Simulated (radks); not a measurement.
Initial-state core-level shifts of the krypton ion Kr2+ when its valence configuration changes from [Ar] 3d10 4s2 4p4. Calculated with a radial shooting solver on a logarithmic mesh with Libxc functionals: non-relativistic Kohn-Sham, SCAN, spin-polarised, spherical densities, point nucleus; open shells are filled with parallel spins first; meta-GGA in the generalised Kohn-Sham scheme. Shifts are changes of the shell-averaged eigenvalues in eV (positive: less bound); the change of the density at the nucleus, which sets a Mossbauer isomer shift, is in e/bohr^3, on a base of 3.225e+04.

| valence | 1s | 2s | 3s | 3p | density at nucleus |
|---|---|---|---|---|---|
| 3d10 4s1.5 4p4.5 | -0.741 | -0.735 | -0.738 | -0.733 | -14.165 |
| 3d10 4s1 4p5 | -1.482 | -1.470 | -1.475 | -1.466 | -28.266 |
| 3d9 4s2 4p5 | -17.803 | -19.435 | -14.218 | -14.133 | +14.112 |
| 3d8 4s2 4p6 | -36.257 | -39.578 | -28.488 | -28.349 | +29.138 |
| 3d9.5 4s1 4p5.5 | -10.255 | -11.057 | -8.528 | -8.473 | -22.494 |
| 3d9 4s1 4p6 | -19.187 | -20.823 | -15.595 | -15.501 | -16.527 |
